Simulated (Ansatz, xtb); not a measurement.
Species: bromine monochloride, BrCl, net charge 0, singlet state. SMILES: ClBr
Geometry from a B3LYP-D3(BJ)/def2-TZVP (Ansatz, a first-principles code) optimisation:
```
Cl
Br 1 2.1653
```
Charge 0, spin multiplicity 1.

Harmonic wavenumbers from GFN2-xTB (xtb, at its own minimum), cm⁻¹: 376.

Task: Give the harmonic wavenumbers at B3LYP-D3(BJ)/def2-TZVP (Ansatz, finite differences of forces, unscaled).

Result: 428 cm⁻¹. Zero-point energy 0.6 kcal/mol.

Task: From these and the geometry, give the ideal-gas thermochemistry at 298.15 K and 1 atm (rigid rotor, harmonic oscillator).

Result: Point group C∞v, rotational symmetry number 1. Rotational constants 4.39, 4.39 GHz. S(trans) 40.14, S(rot) 16.40, S(vib) 0.87, S(elec, spin only) 0.00, S 57.4 cal/(mol K). H(298) - H(0) 2.25 kcal/mol; G - E(el) -14.3 kcal/mol. Tabulated S at 1 bar: 57.4 cal/(mol K) (CRC Handbook, as tabulated in the package chemicals).
